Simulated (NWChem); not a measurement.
AlBrF2; SMILES [F][Al]([F])[Br]

Program: NWChem. Pople sets run with spherical d functions. STO-3G and 3-21G are far too small for this property and stand as cheap habits. Coordinates come from a PBE-D3(BJ)/def2-SVP optimisation. Field at 589 nm.

Task: Order these runs by computing time, cheapest first, and give rough ratios: B3LYP/aug-cc-pVDZ; B3LYP/def2-SVP; B3LYP/STO-3G.

Result: B3LYP/STO-3G (1), B3LYP/def2-SVP (4), B3LYP/aug-cc-pVDZ (70). Ratios are rough, from one shared machine; the cheapest took roughly 13 core-seconds. What differs between the cheapest and the dearest: isotropic polarisability (bohr³) 15.6 → 43.4; anisotropy (bohr³) 19.5 → 15.0.
